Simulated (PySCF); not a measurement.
C4H4OSe, SMILES [SeH]c1ccoc1.

Geometry: PBE0-D3(BJ)/def2-SVP. One conformer was computed; it need not be the lowest.

Method: PBE0-D3(BJ)/def2-SVP (PySCF).

Frequencies are harmonic and unscaled.

```csv
mode,ν (cm⁻¹),IR (km/mol),moving atoms (share of kinetic energy)
1,139,10.7,H 89 %
2,205,1.3,"C 68 %, H 19 %, O 9 %"
3,243,0.5,"C 69 %, H 14 %, Se 9 %"
4,359,2.6,"Se 44 %, C 37 %, O 16 %"
5,622,4.2,"C 66 %, H 34 %"
6,639,18.0,"C 40 %, O 36 %, H 25 %"
7,759,20.0,"H 75 %, C 23 %"
8,808,42.8,"H 81 %, C 17 %"
9,854,6.2,"H 74 %, C 25 %"
10,891,0.5,"H 71 %, C 29 %"
11,899,24.5,"O 46 %, C 42 %, H 12 %"
12,951,13.9,"C 88 %, H 9 %"
13,1047,20.9,"H 75 %, C 16 %, O 9 %"
14,1118,20.6,"H 54 %, C 43 %"
15,1220,2.8,"C 67 %, H 17 %, O 15 %"
16,1242,1.7,"H 73 %, C 23 %"
17,1261,28.9,"O 46 %, C 37 %, H 17 %"
18,1416,3.3,"C 79 %, H 19 %"
19,1554,21.6,"C 81 %, H 16 %"
20,1615,2.5,"C 90 %, H 9 %"
21,2427,23.3,H 99 %
22,3284,1.8,"H 92 %, C 8 %"
23,3304,2.4,"H 91 %, C 9 %"
24,3309,0.4,"H 90 %, C 10 %"
```
